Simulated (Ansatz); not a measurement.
Basis-set extrapolation for C$_{2}$H$_{8}$ClNSi (`CNC[SiH2]Cl`) (PBE0-D4/def2-TZVP geometry, frozen core, Ansatz 0.2.0). Multiplicity 1, RHF reference.

|  | def2-TZVPP | def2-QZVPP |
| --- | --- | --- |
| HF | -883.388800 | -883.417287 |
| MP2 correlation | -0.878280 | -0.944781 |
| CCSD(T) correlation | -0.976324 | not run |

Energies in hartree. Use E(X) = E(∞) + A·exp(−7.88·√X) for Hartree–Fock and E(X) = E(∞) + B·X^(−2.97) for correlation, with X = 3 and 4, and add CCSD(T) minus MP2 of the smaller set to the MP2 limit.

Problem. What is the CCSD(T) energy at the basis-set limit?

Solution. HF limit: -883.417287 + (-0.028487) × 0.13774 = -883.42121. MP2 limit: -0.944781 + (-0.066501) × 0.74074 = -0.99404. Higher-order term: -0.976324 − (-0.878280) = -0.09804. Total: -884.51329 hartree, 389.0 kJ/mol below CCSD(T)/def2-TZVPP.
